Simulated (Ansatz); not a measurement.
This geometry of BCl$_{2}$H$_{3}$O (7 atoms, charge 0, multiplicity 1) is a first-order saddle point.

Computed with Ansatz 0.2.0, RKS r2SCAN-D4/def2-SVP.

```xyz
7
Properties=species:S:1:pos:R:3
B -0.025 -0.320 -0.096
Cl -0.104 0.155 2.098
H 1.035 0.134 -0.407
Cl -1.509 0.202 -0.918
O -0.031 -1.742 0.325
H -0.899 -2.143 0.147
H -0.051 -1.246 1.481
```

(1) Which two structures does it join? (They come from a converged band through this point; their orientation in space is the band's.)

(2) How far does it lie above each of them?

Answers

(1) Bonds broken: B1–Cl2, O5–H7. Bonds formed: Cl2–H7. BCl2H3O becomes BClH2O + ClH.

First end point:

```xyz
7
Properties=species:S:1:pos:R:3
B 0.009 -0.110 0.157
Cl -0.073 0.565 1.860
H 1.041 0.096 -0.420
Cl -1.504 0.145 -0.846
O -0.037 -1.758 0.437
H -0.878 -2.055 0.037
H -0.142 -1.844 1.404
```

Last end point:

```xyz
7
Properties=species:S:1:pos:R:3
B -0.334 -0.317 -0.544
Cl 0.879 -0.515 3.098
H 0.365 0.605 -0.231
Cl -1.079 -0.383 -2.143
O -0.547 -1.312 0.346
H -1.123 -2.022 0.024
H 0.255 -1.018 2.078
```

(2) 0.66 eV above the first and 0.81 eV above the second. This is the barrier of this one path; another mechanism may lie lower. The orbitals stay closed-shell, which can raise the energy where a bond breaks towards radicals; this wasn't checked here.

The run took 3.7 min on 2 threads of Arm Neoverse V1 (shared host), peak memory 0.16 GiB.
